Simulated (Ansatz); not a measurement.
Species: sum formula SiBrCl3, charge 0, multiplicity 1. 
Coordinates optimised at B3LYP-D3(BJ)/def2-TZVP (Ansatz, an electronic-structure program):
```xyz
5

Si    -0.4130     0.0753     0.0382
Cl    -0.9617    -0.0909     1.9902
Cl    -1.4600    -1.2713    -1.0706
Cl    -0.8299     1.9550    -0.6189
Br     1.7445    -0.3181    -0.1613
```
Charge 0, spin multiplicity 1.

Parts of the frozen-core correlation energy in STO-3G (Ansatz, hartree). Frozen orbitals: 34; correlated occupied orbitals by spin: 16 and 16; virtual: 4 and 4. No spin-orbit coupling. Non-relativistic.

```
term                             value
-------------------------  -----------
reference (HF)             -4194.21143
MP2 opposite-spin                    …
MP2 same-spin                        …
CCSD correlation                     …
(T)                           -0.00186
FCI minus CCSD(T)             -0.00040
T1 diagnostic                    0.006
largest doubles amplitude        0.038
```

Question: What belongs in the gaps?

Answer: 
- MP2 opposite-spin, value: -0.04337
- MP2 same-spin, value: -0.00869
- CCSD correlation, value: -0.06399
